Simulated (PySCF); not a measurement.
Estimate the missing entries of this data sheet.

AlCl2Ph, C₆H₅AlCl₂.
SMILES: `c1cccc[c]1[Al]([Cl])[Cl]`

```tsv
property	level	value
point group	PBE0-D3(BJ)/def2-SVP	C2v
rotational constants A, B, C	PBE0-D3(BJ)/def2-SVP	1.595, 0.602, 0.437 GHz
dipole moment	wB97X-D/def2-SVPD	2.71 D
HOMO energy	wB97X-D/def2-SVPD	?
LUMO energy	wB97X-D/def2-SVPD	?
lowest singlet excitation	TDDFT wB97X-D/def2-SVPD	?
strongest line among the 15 lowest singlet transitions	TDDFT wB97X-D/def2-SVPD	S6 at 6.68 eV (186 nm, f = 0.497)
lowest triplet excitation (Tamm–Dancoff)	TDA wB97X-D/def2-SVPD	4.04 eV
static isotropic polarisability	wB97X-D/def2-SVPD	?
electronic spatial extent ⟨r²⟩ about the centre of nuclear charge	wB97X-D/def2-SVPD	?
13C chemical shifts (computed TMS as zero) by class	GIAO B3LYP/pcSseg-1 (pcSseg-2 on Al)	?
1H chemical shifts (computed TMS as zero) by class	GIAO B3LYP/pcSseg-1 (pcSseg-2 on Al)	?
isotropic shieldings of nuclei other than C and H, by class	GIAO B3LYP/pcSseg-1 (pcSseg-2 on Al)	372 (1 Al), 921 (2 Cl) ppm
core binding energies	ΔSCF SCAN, pcX-2 on the ionised atom, pcseg-1 elsewhere, spin-free X2C, 2p3/2 from a spin–orbit splitting computed afterwards within the 2p shell	Cl2p3/2 205.8 (×2), C1s 290.0, C1s 290.5 (×2), C1s 290.5 (×2), C1s 290.6, Al1s 1568.0, Cl1s 2828.4 (×2) eV
```

The electronic properties come from PySCF, for the isolated species, density fitting. The structure is a single PBE0-D3(BJ)/def2-SVP conformer in the gas phase; no vibrational or solvent corrections.

**Question.** The 13C chemical shifts (computed TMS as zero) by class?

**Answer.** 145.5 (2 C), 139.4 (1 C), 137.2 (1 C), 134.6 (2 C) ppm.

**Question.** What is the static isotropic polarisability?

**Answer.** 117.7 au.

**Question.** What are the 1H chemical shifts (computed TMS as zero) by class?

**Answer.** 7.86 (2 H), 7.52 (1 H), 7.45 (2 H) ppm.

**Question.** What is the HOMO energy?

**Answer.** -9.48 eV.

**Question.** Give the lowest singlet excitation.

**Answer.** 5.17 eV (240 nm, f = 0.009).

**Question.** Give the electronic spatial extent ⟨r²⟩ about the centre of nuclear charge.

**Answer.** 2314 bohr².

**Question.** What is the LUMO energy?

**Answer.** 0.03 eV.

No computed singlet falls in the visible range (750 to 380 nm, 1.65 to 3.26 eV); S1 lies 1.91 eV above its blue end. The vertical singlet–triplet gap S1 − T1 is 1.13 eV (TDDFT singlet less Tamm–Dancoff triplet; S1: HOMO→LUMO, weight 0.69; T1: HOMO−1→LUMO, weight 0.59). The rotational constants make it an asymmetric top with κ = (2B − A − C)/(A − C) = -0.71, nearer the prolate limit (−1). In wavenumbers S1 is 41700 cm⁻¹ (1 eV = 8065.54 cm⁻¹). With B = h/(8π²I), that is 505.379 GHz u Å² over I, the principal moments of inertia are 316.8, 839.2 and 1156.0 u Å² (most abundant isotopes); the inertial defect Ic − Ia − Ib is 0.0 u Å² (zero for a rigid planar frame, negative otherwise). The dipole matches unit charges of opposite sign 0.56 Å apart (1 e·Å = 4.8032 D).
